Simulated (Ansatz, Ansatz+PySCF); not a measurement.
```xyz
3

H     0.0000    0.1867   -1.1744
B     0.0000   -0.3734    0.0000
H     0.0000    0.1867    1.1744
```

Basis set: def2-SVP (spherical functions). Left uncorrelated: 1 orbital. Charge 0, multiplicity 2.

Computed with Ansatz (development build ahead of 0.2.0); each method stands on the lowest determinant of its kind that the runs found.

(1) Give the atomization energy at this shape (free ground-state atoms in the same class of orbitals less the molecule, no zero-point energy) of doublet BH₂ by UHF-CCSD(T), UHF-MP2, ROHF, UHF.

Answers

(1)

```json
{"method": "UHF-CCSD(T)", "atomization energy": "665.1 kJ/mol"}
{"method": "UHF-MP2", "atomization energy": "667.1 kJ/mol"}
{"method": "ROHF", "atomization energy": "589.3 kJ/mol"}
{"method": "UHF", "atomization energy": "584.4 kJ/mol"}
```

Caution: the shape is not the minimum.
